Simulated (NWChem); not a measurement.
System: SiH$_{3}$O$_{2}$I; SMILES O[SiH](O)I

The following NWChem deck was run.

```
start job
memory heap 200 mb stack 900 mb global 1100 mb
geometry units angstroms noautoz
  Si    -0.002848     1.341321     0.369354
  O     -1.420587     1.814016    -0.335469
  O      1.323428     2.076706    -0.280848
  I      0.081741    -1.072212     0.011622
  H      0.046130     1.635613     1.817676
  H     -1.601194     2.760182    -0.333172
  H      1.595645     1.804855    -1.163461
end
basis spherical
  Si library def2-tzvp
  O library def2-tzvp
  I library def2-tzvp
  H library def2-tzvp
end
ecp
  I library def2-ecp
end
dft
  xc xtpss03 ctpss03
  iterations 150
  mulliken
end
task dft energy
```

All runs use the structure optimised with PBE0/def2-SVP. def2 effective core potentials on I; no spin-orbit coupling.

Task: What results follow from this input? (TPSS/def2-TZVP with def2 effective core potentials on I.) Quantities: basis functions; energy (Ha); highest occupied level (eV); orbital gap (eV); dipole (D).

Result: 
- number of basis functions = 167
- energy (Ha) = -739.60
- highest occupied level (eV) = -6.66
- orbital gap (eV) = 5.91
- dipole (D) = 1.94
